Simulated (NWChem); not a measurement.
System: CH5BSe; SMILES CB[SeH]

Here is an NWChem input.

```
start job
memory heap 200 mb stack 900 mb global 1100 mb
geometry units angstroms noautoz
  B     -0.626839    -0.998159     0.000269
  H     -1.836547    -1.116601     0.000164
  C      0.331619    -2.237800     0.002183
  H      0.097803    -2.884802    -0.872481
  H      0.109792    -2.868862     0.891712
  H      1.416618    -2.014934    -0.006340
  Se     0.106035     0.786318     0.000071
  H     -1.187965     1.516265     0.000784
end
basis spherical
  B library 6-31g*
  H library 6-31g*
  C library 6-31g*
  Se library 6-31g*
end
dft
  xc b3lyp
  iterations 150
end
tddft
  nroots 6
  notriplet
end
task tddft energy
```

NWChem printed, in part:

```
             Northwest Computational Chemistry Package (NWChem) 7.3.0
             --------------------------------------------------------

 C1  symmetry detected

                             Geometry "geometry" -> ""
                             -------------------------

 Output coordinates in angstroms (scale by  1.889725989 to convert to a.u.)

  No.       Tag          Charge          X              Y              Z
 ---- ---------------- ---------- -------------- -------------- --------------
    1 B                    5.0000    -0.64246764    -1.02065807    -0.00055289
    2 H                    1.0000    -1.85150866    -1.14572331     0.00013672
    3 C                    6.0000     0.32276558    -2.25503236    -0.00015447
    4 H                    1.0000     0.09186161    -2.90272735    -0.87507914
    5 H                    1.0000     0.10504314    -2.88788712     0.88911495
    6 H                    1.0000     1.40652139    -2.02622199    -0.00931266
    7 Se                  34.0000     0.08062298     0.76780559    -0.00009431
    8 H                    1.0000    -1.21735405     1.49065426     0.00203785

 Effective nuclear repulsion energy (a.u.)     145.8519229409

                                 NWChem DFT Module
                                 -----------------

 Summary of "ao basis" -> "ao basis" (spherical)
 ------------------------------------------------------------------------------
       Tag                 Description            Shells   Functions and Types
 ---------------- ------------------------------  ------  ---------------------
 B                           6-31g*                  6       14   3s2p1d
 H                           6-31g*                  2        2   2s
 C                           6-31g*                  6       14   3s2p1d
 Se                          6-31g*                 12       32   5s4p3d

[...]

                                NWChem TDDFT Module
                                -------------------

            General Information
            -------------------
           No. of orbitals :     140
            Alpha orbitals :      70
             Beta orbitals :      70
        Alpha frozen cores :       0
         Beta frozen cores :       0
     Alpha frozen virtuals :       0
      Beta frozen virtuals :       0
         Spin multiplicity :       1
    Number of AO functions :      70
        Use of symmetry is : off
      Symmetry adaption is : off
         Schwarz screening :  0.10D-07

              XC Information
              --------------
                  B3LYP Method XC Potential
              Hartree-Fock (Exact) Exchange   0.20
                 Slater Exchange Functional   0.80 local
             Becke 1988 Exchange Functional   0.72 non-local
       Lee-Yang-Parr Correlation Functional   0.81
           VWN I RPA Correlation Functional   0.19 local

             TDDFT Information
             -----------------
          Calculation type : TDDFT
         Wavefunction type : Restricted singlets
          No. of electrons :      50
           Alpha electrons :      25
            Beta electrons :      25
              No. of roots :       6
          Max subspacesize :    5200
            Max iterations :     100
               Target root :       1
           Target symmetry : none
      Symmetry restriction : off
                 Algorithm : Optimal
        Davidson threshold :  0.10D-03

    6 smallest eigenvalue differences (eV)
--------------------------------------------------------
  No. Spin  Occ  Vir  Irrep   E(Occ)    E(Vir)   E(Diff)
--------------------------------------------------------
    1    1   25   26 a        -0.263    -0.030     6.335
    2    1   24   26 a        -0.302    -0.030     7.391
    3    1   25   27 a        -0.263     0.017     7.618
    4    1   23   26 a        -0.336    -0.030     8.323
    5    1   24   27 a        -0.302     0.017     8.674
    6    1   22   26 a        -0.377    -0.030     9.435
--------------------------------------------------------

  Entering Davidson iterations
  Restricted singlet excited states

  Iter   NTrls   NConv    DeltaV     DeltaE      Time
  ----  ------  ------  ---------  ---------  ---------
    1      6       0     0.21E+00   0.10+100       12.2
    2     18       0     0.58E-01   0.17E-01       14.3
    3     30       0     0.18E-01   0.15E-02       14.6
    4     42       0     0.69E-02   0.12E-03       14.6
    5     54       0     0.27E-02   0.16E-04       14.6
    6     66       3     0.10E-02   0.13E-05       14.2
    7     72       4     0.43E-03   0.16E-06       10.1
    8     76       5     0.15E-03   0.25E-07        9.8
    9     78       6     0.90E-04   0.33E-08       10.2
  ----  ------  ------  ---------  ---------  ---------
  Convergence criterion met

  Ground state a       -2467.278100164719 a.u.

  ----------------------------------------------------------------------------
  Root   1 singlet a              0.215640837 a.u.                5.8679 eV
  ----------------------------------------------------------------------------
     Transition Moments    X  0.26648   Y  1.01958   Z -0.00039
     Dipole Oscillator Strength                    0.1596527170
     Electric Quadrupole                           0.0000000498
     Magnetic Dipole                               0.0000000901
     Total Oscillator Strength                     0.1596528570

[...]
```

Level: B3LYP/6-31G* (spherical d), full TDDFT. Structure relaxed at the PBE-D3(BJ)/def2-SVP level. B3LYP is NWChem's, with the RPA form of VWN correlation.
